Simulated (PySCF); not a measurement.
A run that did not reach its result, on `C[C@]12CC[C@H]1CC2` (driver script around PySCF, density fitting, GFN2-xTB geometry as the base; each input is a line of settings and coordinates in Å).

Command:
```bash
OMP_NUM_THREADS=1 python probes_run.py task.json out
```
Input:
```
{"job": {"kind": "j", "xc": "B3LPY", "basis": "cc-pCVDZ", "scf": {"conv": 0.01, "max_cycle": 82}}, "charge": 0, "multiplicity": 1}
C     -1.144576    -1.602377     0.401691
C     -0.270707    -0.467221    -0.075391
C      1.204849    -0.787838    -0.376821
C      1.645716     0.377307     0.526857
C      0.177253     0.706919     0.829016
C     -0.462342     1.702635    -0.148018
C     -0.891392     0.540370    -1.060953
H     -1.324038    -2.306924    -0.409376
H     -2.103814    -1.225603     0.751336
H     -0.664489    -2.133365     1.221642
H      1.488273    -0.699594    -1.424236
H      1.516637    -1.764820    -0.012198
H      2.194757     1.172290     0.024400
H      2.211099     0.061200     1.401784
H     -0.104134     0.792326     1.875778
H     -1.299066     2.253209     0.278022
H      0.232043     2.412748    -0.594328
H     -0.445619     0.539996    -2.054037
H     -1.970253     0.437992    -1.162629
```

Output:
```
KeyError: 'Element h (Z=1) not found in basis cc-pCVDZ version 0'
```

Question: What went wrong, and what mends it?

Answer: The basis cc-pCVDZ in the Basis Set Exchange has no functions for hydrogen, so the input was refused before any integral. Choose a basis that covers all elements. The run gave no result.
